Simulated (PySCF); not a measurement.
Atom-mapped SMILES (the numbers label the heavy atoms): `[CH2:1]=[C:2]([Cl:3])[SiH2:4][CH:5]([CH3:6])[CH3:7]` (H(Xn): hydrogen on atom n). Ha(C1) is cis to Cl3; Hb(C1) is trans to Cl3.

[PySCF 2.14.0 with density-fitted response routines: shieldings: GIAO PBE0/pcSseg-1; GFN2-xTB structure; averaged over atoms made equivalent by symmetry, fast rotation or ring inversion; in vacuum; relativity neglected; single conformer]

Scale: 13C (σ = 186.93 ppm), 1H (σ = 31.72 ppm), 29Si (σ = 349.16 ppm) vs TMS; 35Cl (σ = 949.78 ppm) vs HCl (reference shieldings calculated alike).

```json
{"atoms": "Hb(C1)", "nucleus": "1H", "count": "1", "δ (ppm)": "6.06"}
{"atoms": "C2", "nucleus": "13C", "count": "1", "δ (ppm)": "?"}
{"atoms": "Cl3", "nucleus": "35Cl", "count": "1", "δ (ppm)": "?"}
{"atoms": "C5", "nucleus": "13C", "count": "1", "δ (ppm)": "15.4"}
{"atoms": "H(C6)/H(C7)", "nucleus": "1H", "count": "6", "δ (ppm)": "1.13"}
{"atoms": "Ha(C1)", "nucleus": "1H", "count": "1", "δ (ppm)": "6.31"}
{"atoms": "H(C5)", "nucleus": "1H", "count": "1", "δ (ppm)": "1.47"}
{"atoms": "Si4", "nucleus": "29Si", "count": "1", "δ (ppm)": "?"}
{"atoms": "H(Si4)", "nucleus": "1H", "count": "2", "δ (ppm)": "4.23"}
{"atoms": "C6/C7", "nucleus": "13C", "count": "2", "δ (ppm)": "20.4"}
{"atoms": "C1", "nucleus": "13C", "count": "1", "δ (ppm)": "136.3"}
```

Task: Estimate the values marked ?.

Result: 
- C2: 153.5 ppm, fully substituted alkene carbon; as expected for a trigonal carbon in a double bond
- Cl3: 256 ppm, chlorine bonded to C
- Si4: -28.2 ppm, silicon bonded to 2 C, 2 H

Carbons that carry Cl, above all several Cl atoms, come out too deshielded, partly because spin–orbit coupling is missing. Shifts are as computed. Against solution values, carbons near 30 ppm lie about +3 ppm off and those near 130 ppm about +5 ppm; carbons on Cl a further +6 ppm. Of 1309 compounds with measured shifts, 239 miss one by over three times the rms of a fit or turn the order of signals round; such compounds aren't used in these exercises.
